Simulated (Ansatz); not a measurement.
Base molecule (SMILES): [SeH2] (H2Se). Each molecule is optimised on its own at B3LYP-D3(BJ)/def2-TZVP (Ansatz, a quantum-chemistry and plane-wave program). Correlated levels leave the core frozen unless marked. UHF or UKS for open shells. No spin-orbit coupling. Frozen are the shells of the preceding noble gas and the d and f shells that filled before the atom's block. Past Kr the def2 sets carry scalar-relativistic core potentials. CBS(X,Y): correlation extrapolated as X^-3; Hartree-Fock from the larger set. Vertical energies are electronic, to the SCF solution reached for that spin.

Levels, all with Ansatz: PBE/def2-TZVPD, and a column headed coupled cluster (CCSD(T) or an MP2 limit with a CCSD(T) correction), which has limits of its own: vertical ionisation energy to the doublet at CCSD(T)/CBS(def2-TZVPPD,def2-QZVPPD).

| property of the base | coupled cluster | PBE |
|---|---|---|
| vertical ionisation energy to the doublet (eV) | 9.90 | 9.79 |

After one change the coupled-cluster values shift by: vertical ionisation energy to the doublet -0.81 eV.

Question: Which change was made?
(A) Se replaced by Te, giving [TeH2] (H2Te)
(B) Se replaced by S, giving S (H2S)
(C) Se replaced by O, giving O (H2O)

Answer: A, Se replaced by Te, giving [TeH2] (H2Te). Its values: vertical ionisation energy to the doublet 9.09 eV (-0.81; PBE -0.83). The others shift them by: Se replaced by S: +0.60 | Se replaced by O: +2.85.
